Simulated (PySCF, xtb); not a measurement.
Te(Cl)(OMe) (CH₃ClOTe), SMILES CO[Te]Cl.

GFN2-xTB in xtb at its own geometry gives an orbital gap of 3.23 eV and a dipole moment of 2.06 D.

Geometry optimised at PBE0-D3(BJ)/def2-SVP. The def2 effective core potentials stand for the cores of Te; spin–orbit coupling is left out. One conformer was computed; it need not be the lowest.

Task: What does r2SCAN/def2-TZVP in PySCF give? (An estimate is asked for; the answer gives what the named calculation found.)

Result: gap 2.43 eV (levels -5.54 and -3.11 eV), dipole 1.97 D.
